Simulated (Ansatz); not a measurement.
Born–Oppenheimer molecular dynamics of a periodic cell of 20 atoms, H (contents 10 H2, density as packed 0.12 g/cm³ with natural masses). It starts from a relaxed structure.

All numbers below come from DFT PBEsol, scalar-relativistic, plane waves, PAW (Ansatz). Settings: accuracy low, cutoff 420 eV, k mesh 1x1x1, fermi-dirac smearing 0.05 eV, no spin polarisation.

- ensemble: NVT, Langevin thermostat
- time step: 0.75 fs
- steps asked: 300
- set temperature: 350 K
- friction: 0.02 /fs
- seed: 115009

Frames 0.75 fs apart, positions in Å.

Velocities at 30.0 fs (Å/ps):

```
H 7.70 -6.04 -26.89
H -6.54 0.00 16.21
H -1.78 -32.12 26.84
H -20.92 -24.34 12.93
H 8.33 10.53 28.47
H 5.93 12.80 2.34
H -8.31 26.72 6.78
H 4.19 18.45 -1.30
H 2.90 -5.12 1.12
H 24.49 -14.60 -0.39
H -12.92 -7.60 -7.85
H 18.11 -7.50 2.80
H -1.24 -13.07 -22.81
H -22.84 9.05 8.09
H 8.74 2.20 -7.10
H -3.19 4.17 28.62
H 0.42 -15.74 -4.58
H 4.90 -25.60 -1.44
H -12.69 4.33 -19.83
H -2.16 -10.36 5.95
```

```xyz
20
Lattice="6.4633 0.0000 0.0000 0.0000 6.4633 0.0000 0.0000 0.0000 6.4633" Properties=species:S:1:pos:R:3 time_fs=30.0 energy_less_start_eV=0.312 T=242
H 5.318 4.335 5.005
H 4.904 4.429 4.324
H 5.753 4.575 0.654
H 4.991 4.620 0.597
H 6.229 1.539 4.836
H 6.790 1.620 4.358
H 4.729 2.815 2.801
H 4.370 2.245 3.134
H 2.570 4.410 2.203
H 2.411 4.657 1.468
H 5.265 -0.317 2.533
H 5.297 0.481 2.489
H 0.244 4.210 3.141
H 0.065 4.921 2.838
H 2.625 6.317 5.547
H 3.056 5.927 4.932
H 1.250 0.667 0.034
H 0.931 0.425 0.650
H 2.221 2.391 1.880
H 1.717 1.938 1.589
20
Lattice="6.4633 0.0000 0.0000 0.0000 6.4633 0.0000 0.0000 0.0000 6.4633" Properties=species:S:1:pos:R:3 time_fs=30.8 energy_less_start_eV=0.210 T=274
H 5.323 4.332 4.982
H 4.898 4.430 4.340
H 5.750 4.551 0.673
H 4.975 4.603 0.605
H 6.233 1.548 4.859
H 6.794 1.630 4.361
H 4.723 2.835 2.806
H 4.373 2.258 3.133
H 2.571 4.407 2.201
H 2.431 4.647 1.470
H 5.256 -0.320 2.527
H 5.311 0.474 2.490
H 0.242 4.203 3.125
H 0.047 4.925 2.844
H 2.634 6.315 5.538
H 3.050 5.932 4.956
H 1.251 0.655 0.029
H 0.934 0.404 0.652
H 2.213 2.395 1.865
H 1.716 1.927 1.592
20
Lattice="6.4633 0.0000 0.0000 0.0000 6.4633 0.0000 0.0000 0.0000 6.4633" Properties=species:S:1:pos:R:3 time_fs=31.5 energy_less_start_eV=0.137 T=284
H 5.325 4.329 4.957
H 4.890 4.434 4.359
H 5.744 4.529 0.691
H 4.961 4.587 0.611
H 6.238 1.559 4.881
H 6.797 1.640 4.365
H 4.719 2.856 2.810
H 4.373 2.270 3.132
H 2.568 4.407 2.197
H 2.451 4.635 1.476
H 5.246 -0.319 2.523
H 5.325 0.462 2.490
H 0.238 4.203 3.109
H 0.030 4.925 2.850
H 2.648 6.309 5.524
H 3.041 5.938 4.984
H 1.250 0.643 0.021
H 0.934 0.382 0.655
H 2.209 2.402 1.849
H 1.713 1.913 1.593
20
Lattice="6.4633 0.0000 0.0000 0.0000 6.4633 0.0000 0.0000 0.0000 6.4633" Properties=species:S:1:pos:R:3 time_fs=32.2 energy_less_start_eV=0.170 T=260
H 5.326 4.324 4.935
H 4.881 4.440 4.376
H 5.732 4.511 0.704
H 4.953 4.571 0.616
H 6.242 1.572 4.903
H 6.801 1.649 4.369
H 4.716 2.878 2.817
H 4.374 2.284 3.132
H 2.563 4.410 2.191
H 2.470 4.624 1.482
H 5.234 -0.314 2.518
H 5.336 0.447 2.490
H 0.233 4.207 3.090
H 0.015 4.921 2.856
H 2.664 6.302 5.511
H 3.033 5.944 5.013
H 1.248 0.633 0.007
H 0.934 0.360 0.658
H 2.207 2.410 1.837
H 1.712 1.899 1.592
20
Lattice="6.4633 0.0000 0.0000 0.0000 6.4633 0.0000 0.0000 0.0000 6.4633" Properties=species:S:1:pos:R:3 time_fs=33.0 energy_less_start_eV=0.258 T=231
H 5.328 4.316 4.919
H 4.868 4.449 4.390
H 5.716 4.492 0.716
H 4.951 4.556 0.623
H 6.247 1.583 4.923
H 6.801 1.659 4.376
H 4.714 2.897 2.825
H 4.377 2.296 3.131
H 2.556 4.415 2.185
H 2.489 4.618 1.483
H 5.220 -0.308 2.512
H 5.344 0.433 2.494
H 0.224 4.213 3.070
H 0.002 4.911 2.864
H 2.674 6.295 5.503
H 3.028 5.943 5.036
H 1.244 0.623 -0.004
H 0.937 0.340 0.657
H 2.209 2.417 1.830
H 1.710 1.885 1.589
20
Lattice="6.4633 0.0000 0.0000 0.0000 6.4633 0.0000 0.0000 0.0000 6.4633" Properties=species:S:1:pos:R:3 time_fs=33.8 energy_less_start_eV=0.251 T=238
H 5.338 4.303 4.909
H 4.848 4.455 4.398
H 5.699 4.472 0.729
H 4.952 4.542 0.629
H 6.255 1.591 4.936
H 6.796 1.674 4.385
H 4.712 2.916 2.832
H 4.379 2.308 3.130
H 2.549 4.419 2.184
H 2.504 4.615 1.480
H 5.207 -0.304 2.506
H 5.354 0.418 2.502
H 0.216 4.220 3.047
H -0.011 4.897 2.872
H 2.671 6.294 5.506
H 3.030 5.930 5.047
H 1.236 0.611 -0.010
H 0.943 0.321 0.653
H 2.210 2.422 1.824
H 1.708 1.869 1.585
20
Lattice="6.4633 0.0000 0.0000 0.0000 6.4633 0.0000 0.0000 0.0000 6.4633" Properties=species:S:1:pos:R:3 time_fs=34.5 energy_less_start_eV=0.170 T=272
H 5.353 4.290 4.906
H 4.824 4.463 4.403
H 5.685 4.455 0.742
H 4.953 4.528 0.635
H 6.262 1.597 4.944
H 6.787 1.691 4.396
H 4.712 2.937 2.838
H 4.381 2.320 3.131
H 2.545 4.419 2.188
H 2.520 4.614 1.472
H 5.192 -0.303 2.501
H 5.364 0.407 2.511
H 0.211 4.222 3.024
H -0.025 4.887 2.879
H 2.657 6.301 5.521
H 3.040 5.909 5.046
H 1.227 0.599 -0.009
H 0.954 0.301 0.645
H 2.209 2.426 1.818
H 1.706 1.856 1.583
20
Lattice="6.4633 0.0000 0.0000 0.0000 6.4633 0.0000 0.0000 0.0000 6.4633" Properties=species:S:1:pos:R:3 time_fs=35.2 energy_less_start_eV=0.158 T=251
H 5.366 4.276 4.904
H 4.802 4.474 4.408
H 5.675 4.439 0.755
H 4.955 4.514 0.640
H 6.268 1.605 4.950
H 6.775 1.707 4.408
H 4.712 2.958 2.846
H 4.381 2.330 3.132
H 2.543 4.417 2.196
H 2.539 4.613 1.461
H 5.174 -0.307 2.494
H 5.375 0.401 2.522
H 0.210 4.215 3.002
H -0.039 4.884 2.882
H 2.639 6.311 5.541
H 3.057 5.885 5.041
H 1.218 0.585 -0.006
H 0.965 0.284 0.634
H 2.204 2.428 1.812
H 1.707 1.848 1.584
20
Lattice="6.4633 0.0000 0.0000 0.0000 6.4633 0.0000 0.0000 0.0000 6.4633" Properties=species:S:1:pos:R:3 time_fs=36.0 energy_less_start_eV=0.209 T=240
H 5.372 4.263 4.898
H 4.783 4.486 4.414
H 5.670 4.426 0.768
H 4.952 4.500 0.645
H 6.273 1.614 4.953
H 6.764 1.724 4.419
H 4.709 2.977 2.854
H 4.381 2.340 3.132
H 2.540 4.416 2.201
H 2.558 4.612 1.452
H 5.154 -0.314 2.487
H 5.386 0.401 2.535
H 0.211 4.201 2.981
H -0.051 4.888 2.883
H 2.624 6.313 5.557
H 3.075 5.864 5.039
H 1.210 0.573 -0.006
H 0.976 0.267 0.626
H 2.195 2.429 1.804
H 1.713 1.842 1.583
20
Lattice="6.4633 0.0000 0.0000 0.0000 6.4633 0.0000 0.0000 0.0000 6.4633" Properties=species:S:1:pos:R:3 time_fs=36.8 energy_less_start_eV=0.246 T=208
H 5.374 4.255 4.888
H 4.768 4.499 4.426
H 5.672 4.416 0.784
H 4.941 4.486 0.648
H 6.275 1.621 4.957
H 6.756 1.744 4.426
H 4.702 2.995 2.863
H 4.381 2.350 3.132
H 2.536 4.415 2.202
H 2.576 4.612 1.446
H 5.133 -0.321 2.479
H 5.395 0.401 2.550
H 0.213 4.186 2.958
H -0.062 4.894 2.884
H 2.615 6.309 5.565
H 3.089 5.846 5.042
H 1.204 0.563 -0.008
H 0.984 0.248 0.621
H 2.182 2.426 1.796
H 1.724 1.839 1.584
20
Lattice="6.4633 0.0000 0.0000 0.0000 6.4633 0.0000 0.0000 0.0000 6.4633" Properties=species:S:1:pos:R:3 time_fs=37.5 energy_less_start_eV=0.229 T=233
H 5.373 4.251 4.874
H 4.759 4.512 4.441
H 5.674 4.404 0.802
H 4.929 4.471 0.650
H 6.271 1.627 4.964
H 6.754 1.764 4.429
H 4.697 3.010 2.870
H 4.379 2.364 3.133
H 2.532 4.414 2.198
H 2.593 4.609 1.445
H 5.110 -0.328 2.472
H 5.402 0.400 2.565
H 0.215 4.172 2.934
H -0.072 4.899 2.886
H 2.617 6.299 5.566
H 3.094 5.835 5.052
H 1.201 0.554 -0.013
H 0.993 0.229 0.620
H 2.170 2.420 1.791
H 1.737 1.839 1.586
```

Of the whole run (225 fs, mean temperature of the second half 250 K): The mean temperature of the second half is 28 % below the set value. A run of 0.23 ps of so small a system gives no equilibrium averages. Limits of this set-up: coarse k mesh, low accuracy level.

The run took 5 min on 1 thread of Arm Neoverse N1, on a shared host, peak memory 0.29 GiB.
